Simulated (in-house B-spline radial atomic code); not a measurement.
Orbital energies and mean radii along the 13-electron series, configuration 1s2 2s2 2p6 3s2 3p1/2(1). The effective charge is n√(-2ε), a non-relativistic measure. Computed with an all-electron radial atomic-structure program (B-spline basis): Dirac-Hartree-Fock, jj configuration that fills j = l - 1/2 first, finite nuclei.

```csv
ion,Z,energy of 1s1/2 (Eh),mean radius of 1s1/2 (bohr),energy of 2s1/2 (Eh),mean radius of 2s1/2 (bohr),energy of 3p1/2 (Eh),mean radius of 3p1/2 (bohr),energy of 2p3/2 (Eh),mean radius of 2p3/2 (bohr),effective charge of 1s1/2
Se21+,34,-501.74,0.044043,-94.34,0.19193,-32.821,0.47024,-86.246,0.16936,31.678
Br22+,35,-534.49,0.04271,-101.53,0.18561,-35.654,0.45228,-92.975,0.16373,32.695
Kr23+,36,-568.34,0.04145,-109,0.17968,-38.606,0.43561,-99.957,0.15847,33.715
Rb24+,37,?,?,?,?,?,?,?,?,?
Sr25+,38,?,?,?,?,?,?,?,?,?
Zr27+,40,-714.82,0.037033,-141.69,0.1591,-51.616,0.37932,-130.41,0.14038,37.811
Nb28+,41,?,?,?,?,?,?,?,?,?
Mo29+,42,-794.82,0.035135,-159.74,0.15037,-58.851,0.35611,-147.16,0.13278,39.87
Tc30+,43,-836.53,0.034251,-169.21,0.14632,-62.653,0.34549,-155.92,0.12928,40.903
Ru31+,44,-879.39,0.033407,-178.96,0.14247,-66.58,0.33544,-164.93,0.12595,41.938
```

(1) Fill in the row of Rb24+.

(2) Fill in the row of Sr25+.

(3) Fill in the row of Nb28+.

(4) How does the screening of 1s1/2 change?

Answers

(1) energy of 1s1/2 (Eh): -603.29; mean radius of 1s1/2 (bohr): 0.040257; energy of 2s1/2 (Eh): -116.75; mean radius of 2s1/2 (bohr): 0.17408; energy of 3p1/2 (Eh): -41.678; mean radius of 3p1/2 (bohr): 0.42009; energy of 2p3/2 (Eh): -107.19; mean radius of 2p3/2 (bohr): 0.15353; effective charge of 1s1/2: 34.736.

(2) energy of 1s1/2 (Eh): -639.35; mean radius of 1s1/2 (bohr): 0.039127; energy of 2s1/2 (Eh): -124.78; mean radius of 2s1/2 (bohr): 0.16881; energy of 3p1/2 (Eh): -44.869; mean radius of 3p1/2 (bohr): 0.4056; energy of 2p3/2 (Eh): -114.68; mean radius of 2p3/2 (bohr): 0.14889; effective charge of 1s1/2: 35.759.

(3) energy of 1s1/2 (Eh): -754.25; mean radius of 1s1/2 (bohr): 0.036061; energy of 2s1/2 (Eh): -150.57; mean radius of 2s1/2 (bohr): 0.15462; energy of 3p1/2 (Eh): -55.172; mean radius of 3p1/2 (bohr): 0.36737; energy of 2p3/2 (Eh): -138.66; mean radius of 2p3/2 (bohr): 0.13648; effective charge of 1s1/2: 38.839.

(4) Z less the effective charge goes from 2.32 at Z = 34 to 2.06 at Z = 44.
